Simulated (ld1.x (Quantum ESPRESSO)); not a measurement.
# bismuth, TM semilocal: configuration errors across variants

ld1.x (Quantum ESPRESSO) 7.5 input, shortened:

```
&input
   title='Bi', zed=83., rel=1, dft='REVPBE', iswitch=3,
   config='[Xe] 4f14 5d10 5f-2 6s2 6p2.5'
 /
 &inputp
   pseudotype=1, tm=.true., lloc=2,
   nlcc=.true., new_core_ps=.true.
 /
4
6S  1  0   2.00   0.00  1.40  1.40  0.0
6P  2  1   2.50   0.00  2.60  2.60  0.0
5F  4  3  -2.00  -0.05  2.05  2.05  0.0
5D  3  2  10.00   0.00  1.40  1.40  0.0
 &test
   configts(1)='5d10 6s2 6p2.5'
 /
```

All-electron excitation energies from the reference (eV): (1) 5d10 6s2 6p3 -3.064; (2) 5d10 6s2 6p2 4.777; (3) 5d10 6s2 6p1 19.924; (4) 5d9 6s2 6p3 30.223; (5) 5d10 6s2 6p0 43.131; (6) 5d10 6s0 6p5 17.399; (7) 5d9 6s2 6p4 21.164.

A semilocal file is local in each channel, so a ghost entry of none says nothing of the separable form that plane-wave codes build from it.

Errors AE − PS in meV (a dash: test not solved or not reliable):

| change | (1) | (2) | (3) | (4) | (5) | (6) | (7) | bound ghosts |
| --- | --- | --- | --- | --- | --- | --- | --- | --- |
| base | +1.5 | -2.1 | -11 | +6.5 | -37 | -90 | -63 | none |
| wave 5d (bound): rc 1.40 bohr becomes 5d (bound): rc 0.94 bohr | +1.5 | -2.1 | -11 | +13 | -37 | -87 | -57 | none |
| wave 5d (bound): rc 1.40 bohr becomes 5d (bound): rc 1.04 bohr | +1.5 | -2.2 | -11 | +8.0 | -37 | -90 | -62 | none |
| wave 5d (bound): rc 1.40 bohr becomes 5d (bound): rc 1.18 bohr | +1.5 | -2.1 | -11 | +6.0 | -37 | -91 | -64 | none |
| wave 5d (bound): rc 1.40 bohr becomes 5d (bound): rc 1.30 bohr | +1.5 | -2.2 | -11 | +6.1 | -37 | -91 | -64 | none |
| wave 5d (bound): rc 1.40 bohr becomes 5d (bound): rc 1.42 bohr | +1.4 | -2.2 | -11 | +6.7 | -37 | -90 | -63 | none |
| wave 5d (bound): rc 1.40 bohr becomes 5d (bound): rc 1.56 bohr | +1.5 | -2.1 | -11 | +7.0 | -37 | -89 | -63 | none |
| wave 5d (bound): rc 1.40 bohr becomes 5d (bound): rc 1.68 bohr | +1.5 | -2.1 | -11 | +7.1 | -37 | -89 | -63 | none |
| wave 5d (bound): rc 1.40 bohr becomes 5d (bound): rc 2.00 bohr | +1.6 | -2.1 | -11 | +12 | -37 | -92 | -57 | none |
| wave 5d (bound): rc 1.40 bohr becomes 5d (bound): rc 2.12 bohr | +1.5 | -2.1 | -11 | +21 | -37 | -95 | -46 | none |

Problem. Give the same row for: wave 5d (bound): rc 1.40 bohr becomes 5d (bound): rc 1.82 bohr.

Solution. +1.5, -2.2, -11, +8.0, -37, -90, -62; bound ghosts: none.
